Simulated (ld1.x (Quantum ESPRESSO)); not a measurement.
## Before and after: TM semilocal potential for Tm

- Element: Tm
- Generator: ld1.x (Quantum ESPRESSO) 7.5
- Type: norm-conserving Troullier–Martins (semilocal form)
- Functional: PBEsol
- Relativity: scalar-relativistic
- Frozen core: [Kr] 4d10 5s2
- Valence charge: 21
- Reference configuration: 4f13 5p6 5d0 6s2 6p0
- Partial waves: 6s (bound): rc 3.45 bohr; 5p (bound): rc 1.25 bohr; 5d (bound, empty): rc 2.15 bohr; 4f (bound): rc 1.30 bohr
- Local potential: the f channel
- Core correction: Bessel-smoothed model core inside 0.75 bohr

Change: wave 6s (bound): rc 3.45 bohr becomes 6s (bound): rc 5.30 bohr.

Cutoffs: the cutoffs (Ry, on a coarse ladder) from which the occupation-weighted sum of valence levels, in a spherical-Bessel basis at the reference potential, stays within 10 and 1 mRy of its value at 400 Ry; they do not see the model core or the augmentation charge, which bear on the density cutoff. Errors are all-electron minus pseudo energies relative to the spin-unpolarised reference configuration.

How do hardness, ghosts and transferability respond?

The number of tests that count goes from 6 to 5; of the 5 tests that both files solve, the error grows in 4 and shrinks in 0 by more than 15 % and 0.3 meV (median size 17.2 → 267.1 meV); neither file shows a bound ghost at the reference potential, the only one tested. More of the atom is replaced by a form fitted at one configuration, so other configurations suffer. A semilocal file is local in each channel, so a ghost entry of none says nothing of the separable form that plane-wave codes build from it.

```csv
quantity,base,changed
"cutoff, loose",260 Ry,260 Ry
"cutoff, tight",over 300 Ry,over 300 Ry
bound ghosts,none,none
"tests counted (converged, no solver errors)",6 of 7,5 of 7
"error for 4f13 5p6 5d0 6s1 6p0, meV [ΔE 6.47 eV]",-1.8,-9.5
"error for 4f13 5p6 5d0 6s0 6p0, meV [ΔE 18.45 eV]",-26,-267
"error for 4f12 5p6 5d0 6s0 6p0, meV [ΔE 44.91 eV]",+17,-848
"error for 4f13 5p5 5d0 6s2 6p0, meV [ΔE 32.45 eV]",-45,+385
"error for 4f13 5p6 5d0.5 6s1.5 6p0, meV [ΔE 1.55 eV]",-2.5,+2.5
```

Base: Tests not counted: 4f14 5p6 5d0 6s0 6p0 (solver errors, printed error -3689 eV). Changed file: Tests not counted: 4f14 5p6 5d0 6s0 6p0 (pseudo-atom not self-consistent, printed error -2985 eV); 4f13 5p6 5d0 6s0 6p2 (solver errors, printed error -3803 eV).
